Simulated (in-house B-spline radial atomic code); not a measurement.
A run on B⁻ that did not converge. Method: non-relativistic HSE06, spin-polarised, spherical fractional occupations, exact exchange averaged over the configuration, point nucleus; computed with a B-spline radial code for spherical atoms.

Command:
```bash
python run_scf.py task.json out
```
Settings:
```
Z                5
configuration    [He] 2s2 2p2
hamiltonian      nr
method           hse06
spin_polarised   True
exact_exchange   averaged over the configuration
```

First and last ten iterations of the last attempt (damped for 15 steps, keeping 80 % of the old Fock matrix, then DIIS):
```
 iter        energy (Eh)    residual
    1         -24.174421    8.81e-02
    2         -24.374122    5.94e-02
    3         -24.501017    4.03e-02
    4         -24.572420    2.56e-02
    5         -24.609964    1.49e-02
    6         -24.302594    3.26e-02
    7         -24.589954    2.04e-02
    8         -24.616598    1.20e-02
    9         -24.629684    6.37e-03
   10         -24.296766    3.43e-02
  111         -24.287828    3.54e-02
  112         -24.288440    3.55e-02
  113         -24.288130    3.55e-02
  114         -24.288098    3.55e-02
  115         -24.287597    3.56e-02
  116         -24.287116    3.57e-02
  117         -24.286395    3.59e-02
  118         -24.286290    3.59e-02
  119         -24.594301    2.05e-02
  120         -24.584203    2.32e-02
 not converged after 120 iterations
```

The smallest residual met was 4.6e-03; the threshold is about 1e-07. No energy from this run should be used. Run time, properties included: 1.6 s on 1 thread of Intel(R) Xeon(R) 6975P-C (shared host).
